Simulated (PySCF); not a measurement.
Spectrum to structure. Level of theory: TDDFT CAM-B3LYP/def2-SVPD, vertical, gas phase, core orbitals frozen in the response (PySCF). Geometries: PBE0-D3(BJ)/def2-SVP, one conformer each.

| state | E (eV) | f | main configurations (H = HOMO, L = LUMO) |
| --- | --- | --- | --- |
| S1 | 4.97 | 0.0096 | H→L (93%) |
| S2 | 5.70 | 0.174 | H→L+1 (81%) |
| S3 | 6.36 | 0.024 | H→L+3 (49%), H→L+4 (21%), H-1→L+1 (17%) |
| S4 | 6.47 | 0.116 | H-1→L+1 (35%), H-1→L (31%), H→L+3 (17%) |
| S5 | 6.50 | 0.0041 | H→L+2 (50%), H-1→L (15%), H-1→L+1 (14%) |
| S6 | 6.55 | 0.060 | H-1→L (36%), H→L+2 (25%), H-1→L+1 (22%) |

Orbital energies (eV): HOMO-3 -11.57, HOMO-2 -11.26, HOMO-1 -9.79, HOMO -8.61, LUMO -0.02, LUMO+1 0.15, LUMO+2 0.94.

Task: Which structure fits?
A. `F[C@@H]1C[SiH2]1`
B. `FP(F)P[SiH3]`
C. `C[Si](C)(C)F`

Result: B. Its S1, at 4.97 eV, is the lowest among the candidates; the nearest of the others has S1 at 6.40 eV. S1 is HOMO→LUMO (93%). Löwdin shares by element: HOMO phosphorus 77%, fluorine 15%; LUMO phosphorus 52%, silicon 14%, fluorine 11% or more (atoms not listed hold the other 22%). At the same level the other candidates give, for their lowest levels:
- `F[C@@H]1C[SiH2]1`: 6.40 eV (f 0.055); 6.41 eV (f 0.135); 6.54 eV (f 0.006); 7.06 eV (f 0.031); 7.24 eV (f 0.007); T1 4.95 eV; HOMO -8.39, LUMO 0.90 eV
- `C[Si](C)(C)F`: 8.21 eV (f 0.178 summed over 2 states); 8.97 eV (f 0.036 summed over 2 states); 9.27 eV (f 0.016); 9.43 eV (f 0.037 summed over 2 states); 9.46 eV (f 0.000); T1 8.01 eV; HOMO -10.08, LUMO 1.05 eV

Shape of the structure used: `[F:1][P:2]([F:3])[PH:4][SiH3:5]`: F1–P2–P4–Si5 143°.
Triplets come from the Tamm–Dancoff approximation.
